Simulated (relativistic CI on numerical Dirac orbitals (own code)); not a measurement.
## One change at a time: Ce II

Base calculation: Dirac-Coulomb-Breit CI, separate exchange-only KLI orbitals for each configuration, QED by a radiative potential, valence Slater integrals scaled by 0.85, P86 correlation energy added to each configuration.

CI space (outside the closed core [Xe]): 4f5d², 4f5d6s, 4f²6s, 4f²5d, 4f6s², 4f5d6p, 4f²6p, 5d³, 4f³, 4f6s6p, 5d²6s, 4f5d5f, 4f5d5g, 4f5d6d, 5d6s², 4f5d7s. Levels of other configurations are missing.

Variants: (1) valence Slater integrals scaled by 0.75; (2) self-excluded LDA correlation estimate; (3) QED terms removed; (4) only the first configuration. Shifts of the energy above 4f5d² ⁴H°7/2, in cm⁻¹, for the lowest level and the first level of each name with at least 55 % of one term (blank where a level changes its place among those of its configuration and J or its character, or is not in the variant):

```csv
Level,Base,Δ(1),Δ(2),Δ(3),Δ(4)
4f5d² ⁴H°7/2,0.0,0.0,0.0,0.0,0.0
4f5d² ⁴H°9/2,816.1,-30.9,+5.1,-3.8,+73.2
4f5d² ⁴I°9/2,1111.0,-87.7,-9.8,+0.1,+165.4
4f5d² ²G°7/2,1977.6,-52.9,+11.7,-10.6,+186.9
4f5d² ⁴H°11/2,2006.5,,-2.5,-7.5,+23.1
4f5d² ⁴I°11/2,2189.5,,-6.5,-6.5,+99.8
4f5d² ²G°9/2,2253.6,-20.8,-6.2,-9.5,+114.5
4f5d² ⁴H°13/2,3008.7,-83.3,-4.0,-11.3,+32.1
4f5d² ⁴D°1/2,3172.3,-361.2,+8.0,-2.2,+183.4
4f5d² ²F°5/2,3352.7,-261.5,+80.9,-20.0,
4f5d² ⁴I°13/2,3461.1,-66.3,-8.9,-13.2,+52.9
4f5d² ⁴D°3/2,3862.9,-330.2,+2.7,-7.0,+19.1
4f5d6s ⁴F°3/2,4074.4,-407.6,+391.2,-62.5,
4f5d6s ²G°9/2,4256.1,-295.9,+422.3,-66.9,
```

Correlation outside the listed configurations is missing or only estimated: errors of thousands of cm⁻¹ between configurations and terms are usual at this charge. Rates and lifetimes follow the computed energies and can be off by large factors. The fine structure of a lone outer electron comes out too small, for d and f at times inverted, and misplaced configurations move strength between like terms.

Ionisation energy from the two ground configurations alone: base 11.82 eV; valence Slater integrals scaled by 0.75 11.79 eV; self-excluded LDA correlation estimate 11.92 eV; QED terms removed 11.82 eV. The NIST ASD value (semi-empirical) is 10.956 eV. The gap of more than 2 % comes from missing correlation, or from a tabulated value that is itself an estimate.

LS names give the leading component of a level, which can be under half, so a name can repeat, a term be missing and a line seem to break the LS rules.
